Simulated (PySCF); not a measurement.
## Bonding in `CC[C@](C)(F)C(C)=S`

Species: C6H11FS.
Numbering: `[CH3:1][CH2:2][C@:3]([CH3:4])([F:5])[C:6]([CH3:7])=[S:8]` (hydrogens: H9, H10, H11 on C1; H12, H13 on C2; H14, H15, H16 on C4; H17, H18, H19 on C7)

Cartesian coordinates in Å at the GFN2-xTB level; atoms count from 1:
```xyz
19
C6H11FS angstrom
C      1.580   -0.789   -1.210
C      1.240    0.522   -0.513
C      0.073    0.376    0.476
C     -0.223    1.696    1.189
F      0.458   -0.541    1.454
C     -1.169   -0.140   -0.208
C     -1.733   -1.425    0.270
S     -1.846    0.712   -1.413
H      1.801   -1.562   -0.477
H      2.453   -0.656   -1.844
H      0.751   -1.122   -1.832
H      0.963    1.278   -1.248
H      2.108    0.877    0.046
H      0.677    2.054    1.683
H     -0.998    1.547    1.938
H     -0.562    2.434    0.468
H     -0.984   -2.213    0.179
H     -2.623   -1.692   -0.294
H     -1.975   -1.347    1.331
```

Bond orders from the PBE0/pcSseg-1 density (PySCF). Geometry: GFN2-xTB, one conformer, isolated molecule.

(1) Where do the orders between heavy atoms depart from those drawn in the SMILES?

(2) Set the Mayer orders of the bonds beside their lengths.

Results:

(1) The largest departure is 0.142, at C3–F5 (drawn single, 0.858). Drawn single, order below 0.88: C3–F5 (0.858).

(2) 
```
  bond  drawn as  length (Å)  Mayer order
 C1–C2    single       1.524        1.058
 C2–C3    single       1.536        0.995
 C3–C4    single       1.530        1.030
 C3–F5    single       1.395        0.858
 C3–C6    single       1.509        0.882
 C6–C7    single       1.482        1.028
 C6–S8    double       1.624        1.916
 C1–H9    single       1.088        0.960
C1–H10    single       1.087        0.967
C1–H11    single       1.088        0.957
C2–H12    single       1.090        0.933
C2–H13    single       1.091        0.941
C4–H14    single       1.087        0.954
C4–H15    single       1.088        0.956
C4–H16    single       1.086        0.947
C7–H17    single       1.091        0.931
C7–H18    single       1.086        0.955
C7–H19    single       1.091        0.933
```

By pair of heavy elements: C–C: lowest C3–C6 (0.882, 1.509 Å), highest C1–C2 (1.058, 1.524 Å); in 4 of the 10 pairs the longer bond (by over 0.003 Å) has the higher order (by 0.02 or more).

Problem. Sum the orders of all bonds at each heavy atom with more than one neighbour and set the sums beside the valence in the SMILES.

Solution. C1 3.942 (drawn 4), C2 3.927 (drawn 4), C3 3.765 (drawn 4), C4 3.887 (drawn 4), C6 3.826 (drawn 4), C7 3.847 (drawn 4). Orders between atoms that aren't bonded are not in these sums.

Mayer orders depend on the basis set.
